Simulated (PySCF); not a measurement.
Compound: C₇H₁₀.
Atom-mapped SMILES: `[CH2:1]=[CH:2]/[CH:3]=[CH:4]/[CH:5]=[CH:6]/[CH3:7]` (hydrogens: H8, H9 on C1; H10 on C2; H11 on C3; H12 on C4; H13 on C5; H14 on C6; H15, H16, H17 on C7)

Computed with LC-wPBE/def2-SV(P) geometry optimisation, gas phase (PySCF 2.14.0).

Question: Give the optimised bond lengths and angles.

Answer: 
```csv
bond,length (Å)
C1=C2,1.335
C2–C3,1.461
C3=C4,1.341
C4–C5,1.460
C5=C6,1.337
C6–C7,1.494
C1–H8,1.095
C1–H9,1.096
C2–H10,1.097
C3–H11,1.098
C4–H12,1.098
C5–H13,1.098
C6–H14,1.099
"C7–H15, C7–H16, C7–H17",1.103
```

Bonds in one row agree within 0.01 Å and their mean is given. A selection of angles:
```csv
angle,degrees
C2–C1–H8,121.5
C2–C1–H9,121.4
H8–C1–H9,117.1
C1–C2–C3,124.5
C1–C2–H10,119.3
C3–C2–H10,116.2
C2–C3–C4,124.0
C2–C3–H11,116.8
C4–C3–H11,119.3
C3–C4–C5,124.5
C3–C4–H12,118.9
C5–C4–H12,116.5
C4–C5–C6,124.0
C4–C5–H13,116.6
C6–C5–H13,119.4
C5–C6–C7,125.3
C5–C6–H14,118.3
C7–C6–H14,116.4
C6–C7–H15,111.5
H15–C7–H16,108.2
```

Torsions: C1–C2–C3–C4 180° (antiperiplanar); C2–C3–C4–C5 180° (antiperiplanar); C3–C4–C5–C6 180° (antiperiplanar); C4–C5–C6–C7 180° (antiperiplanar).

The 7 heavy atoms lie in one plane (0.001 Å rms). Of the pairs four or more bonds apart, H13···H15 is among the closest relative to their van der Waals radii: 2.44 Å, 102 % of the sum of Bondi's values. The C–C distances run from 1.335 Å (C1=C2, drawn double) to 1.494 Å (C6–C7, drawn single), a spread of 0.159 Å.

Point group: Cs (tolerance 0.08 Å). Not checked by LC-wPBE/def2-SV(P) frequencies. One conformer, not necessarily the lowest.

Hardware: Arm Neoverse V1, one thread, no GPU, shared host. Cost: 59 s of wall time, 0.56 GiB resident at most. This is the geometry optimisation.
